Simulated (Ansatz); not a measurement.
Born–Oppenheimer molecular dynamics of Cl2FH2NZr (7 atoms, charge 0, multiplicity 1). It starts from a relaxed structure.

Method: Ansatz 0.2.0, RHF/def2-SVP.

```yaml
ensemble: NVT, Langevin thermostat
time_step: 0.5 fs
steps_asked: 150
set_temperature: 1000 K
friction: 0.05 /fs
masses: H 2.014 u
seed: 788873
```

First frame:

```xyz
7
Properties=species:S:1:pos:R:3
Zr 0.007 0.021 0.037
N 0.002 0.000 2.040
H -0.475 -0.685 2.605
H 0.461 0.656 2.651
Cl 2.253 -0.110 -0.756
Cl -0.978 2.049 -0.746
F -1.014 -1.492 -0.479
```

(1) How far do the bonds stretch over the last three quarters of this one trajectory? (Pairs bonded in most of those frames.)

Results:

(1) 
| bond | mean (Å) | spread (Å) | shortest | longest |
| --- | --- | --- | --- | --- |
| Zr1–N2 | 2.011 | 0.041 | 1.96 | 2.09 |
| Zr1–Cl5 | 2.347 | 0.032 | 2.29 | 2.39 |
| Zr1–Cl6 | 2.426 | 0.060 | 2.34 | 2.52 |
| Zr1–F7 | 1.934 | 0.046 | 1.84 | 1.99 |
| N2–H3 | 1.017 | 0.058 | 0.91 | 1.12 |
| N2–H4 | 1.020 | 0.043 | 0.95 | 1.12 |

Pairs bonded in part of these frames only: Zr1–H3 6 %, Zr1–H4 18 %.

Mean temperature of the second half: 905 K. A run of 0.075 ps of so small a system gives no equilibrium averages.

Run time: 7.4 min on 1 thread of Arm Neoverse V1, on a shared host, peak memory 0.22 GiB.
